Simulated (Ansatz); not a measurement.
A nudged elastic band was laid between two geometries of AlH₄NO₂ (8 atoms, charge 0, multiplicity 1).

Theory: RKS B3LYP/def2-SVP in Ansatz.

- movable images: 9
- climbing image: yes
- spring: 5.0 eV/Å²
- optimiser: quadratic models (default)
- start path: through a guess of the saddle point
- force threshold: 0.05 eV/Å
- iteration limit: 60
- end points: relaxed

Image 0:

```xyz
8
Properties=species:S:1:pos:R:3
Al -0.056 0.101 0.135
O -0.224 -0.639 1.661
N 0.497 -0.907 -1.201
H 0.733 -1.891 -1.122
O -0.380 1.740 -0.203
H -0.490 -0.236 2.490
H 0.627 -0.584 -2.154
H -0.706 2.416 0.394
```

Image 10:

```xyz
8
Properties=species:S:1:pos:R:3
Al -0.092 0.244 0.154
O -0.349 -0.173 1.787
N 0.466 -0.897 -1.077
H 0.702 -1.872 -0.933
O -0.385 1.849 -0.332
H -0.247 -1.039 2.188
H 0.601 -0.647 -2.052
H -0.696 2.535 0.264
```

Problem. Which bonds break or form, and what moves?

Solution. No bond is made or broken.

Problem. What energy profile does the band end with?

Solution. The run converged. The highest image is number 7 of 0 to 10, 0.050 eV above the first end and 0.059 eV above the last; the last end lies 0.009 eV below the first. A vibrational analysis at the climbing image gives one clearly imaginary mode, 247i cm⁻¹: a first-order saddle point.

```csv
image,path coordinate (Å),energy (eV)
0,0.00,0.000
1,0.12,0.001
2,0.24,0.006
3,0.36,0.015
4,0.48,0.027
5,0.60,0.038
6,0.72,0.047
7,0.84,0.050
8,1.09,0.033
9,1.35,0.003
10,1.60,-0.009
```

Problem. What is the geometry of the highest image?

Solution. 
```xyz
8
Properties=species:S:1:pos:R:3:forces:R:3
Al -0.019 0.190 0.154 0.01 -0.01 0.02
O 0.010 -0.299 1.786 -0.02 0.00 -0.01
N 0.480 -0.906 -1.137 0.00 0.00 -0.01
H 0.813 -1.854 -1.001 0.00 0.00 0.00
O -0.467 1.767 -0.316 0.00 0.01 -0.01
H -0.659 -0.717 2.330 0.01 0.00 0.00
H 0.530 -0.649 -2.117 0.00 0.00 0.00
H -0.688 2.469 0.301 0.00 0.00 0.00
```

Problem. What are the harmonic wavenumbers there?

Solution. 247i, 212, 246, 268, 293, 366, 378, 427, 584, 666, 697, 919, 937, 1522, 3586, 3674, 3932, 3964 cm⁻¹.

Run time: 2.8 min on 2 threads of Intel(R) Xeon(R) 6975P-C (Granite Rapids), with other jobs on the host, peak memory 0.2 GiB.
